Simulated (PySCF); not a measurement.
PbHF, SMILES [F][PbH] (connectivity only; charge and spin as stated), neutral, multiplicity 1.

Geometry optimised at B3LYP-D3(BJ)/def2-TZVP. The def2 effective core potentials stand for the cores of Pb; spin–orbit coupling is left out.

Vertical ionisation energy (IE) and electron affinity (EA) in eV. Rows of orbital energies are one-electron estimates. Where ΔSCF, EOM or ADC give a negative EA the extra electron is unbound and the value depends on the basis.

| level | IE | EA |
|---|---|---|
| −ε(HOMO), −ε(LUMO), PBE0/def2-TZVPD (PySCF) | 7.18 | 2.91 |
| −ε(HOMO), −ε(LUMO), PBE/def2-TZVPD (PySCF) | … | … |

Problem. Some entries are withheld; supply them. (The exact figures need the calculation; the answer reports its results.)

Solution. 
- −ε(HOMO), −ε(LUMO), PBE/def2-TZVPD (PySCF), IE: 6.08
- −ε(HOMO), −ε(LUMO), PBE/def2-TZVPD (PySCF), EA: 3.63
